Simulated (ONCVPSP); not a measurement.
## How hard is this silver (Ag) ONCV potential?

ONCVPSP 4.0.1 input, shortened (lines: element, Z, core and valence counts, functional; n l f; lmax; l rc ep ncon nbas qcut; lloc lpopt rc5 dvloc0; l nproj debl; icmod fcfact rcfact), PBE, fully relativistic:

```
  Ag 47.00    6    4        4      upf
    1    0    2.00
    2    0    2.00
    2    1    6.00
    3    0    2.00
    3    1    6.00
    3    2   10.00
    4    0    2.00
    4    1    6.00
    4    2   10.00
    5    0    1.00
    2
    0    1.55    0.00    4    7   12.40
    1    1.40    0.00    4    8   11.70
    2    1.40    0.00    4    9   14.60
    4    5    0.95    3.00
    0    2    1.80
    1    2    3.90
    2    2    0.40
    0    0.00    0.00
```

Open shells are filled in proportion to 2j + 1.

Question: For each optimised wave give the share of its norm inside rc, the residual kinetic energy above qcut (Ha) and the cutoffs (Ha) for errors of 10, 1, 0.1 and 0.01 mHa per electron.

Answer:

```json
{"wave": "4s", "norm inside rc": "0.964", "residual KE": "9.3e-09", "10 mHa": "30.4", "1 mHa": "38.5", "0.1 mHa": "45.2", "0.01 mHa": "50.6"}
{"wave": "5s", "norm inside rc": "0.052", "residual KE": "1.3e-09", "10 mHa": "22.1", "1 mHa": "32.2", "0.1 mHa": "40.7", "0.01 mHa": "47.3"}
{"wave": "4p j=3/2", "norm inside rc": "0.862", "residual KE": "3.1e-08", "10 mHa": "25.8", "1 mHa": "38.4", "0.1 mHa": "46.9", "0.01 mHa": "53.8"}
{"wave": "p projector 2 j=3/2", "norm inside rc": "0.058", "residual KE": "3.5e-08", "10 mHa": "13.5", "1 mHa": "35.9", "0.1 mHa": "46.4", "0.01 mHa": "54.6"}
{"wave": "4p j=1/2", "norm inside rc": "0.882", "residual KE": "3.1e-08", "10 mHa": "21.9", "1 mHa": "37.7", "0.1 mHa": "46.5", "0.01 mHa": "53.5"}
{"wave": "p projector 2 j=1/2", "norm inside rc": "0.061", "residual KE": "4.2e-08", "10 mHa": "13.9", "1 mHa": "35.3", "0.1 mHa": "46.3", "0.01 mHa": "54.7"}
{"wave": "4d j=5/2", "norm inside rc": "0.578", "residual KE": "4.0e-09", "10 mHa": "27.6", "1 mHa": "37.5", "0.1 mHa": "46.9", "0.01 mHa": "56.0"}
{"wave": "d projector 2 j=5/2", "norm inside rc": "0.018", "residual KE": "3.2e-11", "10 mHa": "13.6", "1 mHa": "23.9", "0.1 mHa": "34.1", "0.01 mHa": "44.6"}
{"wave": "4d j=3/2", "norm inside rc": "0.592", "residual KE": "3.5e-09", "10 mHa": "28.2", "1 mHa": "38.0", "0.1 mHa": "47.0", "0.01 mHa": "55.5"}
{"wave": "d projector 2 j=3/2", "norm inside rc": "0.017", "residual KE": "3.1e-11", "10 mHa": "13.7", "1 mHa": "24.1", "0.1 mHa": "34.3", "0.01 mHa": "44.5"}
```

The occupied waves need 38 Ha and 47 Ha for 1 and 0.1 mHa. 1 of 4 tests not solved or not reliable.
